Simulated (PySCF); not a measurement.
C2H7NOSi2, SMILES CC1=N[SiH2]O[SiH2]1.

Geometry: r2SCAN-D4/def2-SVP. This is a generated structure with no PubChem entry under its InChIKey; it may be hypothetical.

Computed with PySCF with SMD-ωB97X/6-31G*.

Solvation free energies are E(SMD) − E(gas) at the gas-phase geometry, for 1 M in both phases. In vacuum the dipole moment is 1.74 D.

Rank water, methanol, N,N-dimethylformamide by solvation free energy, most negative first.

methanol (-4.0 kcal/mol), N,N-dimethylformamide (-3.4 kcal/mol), water (-1.5 kcal/mol)
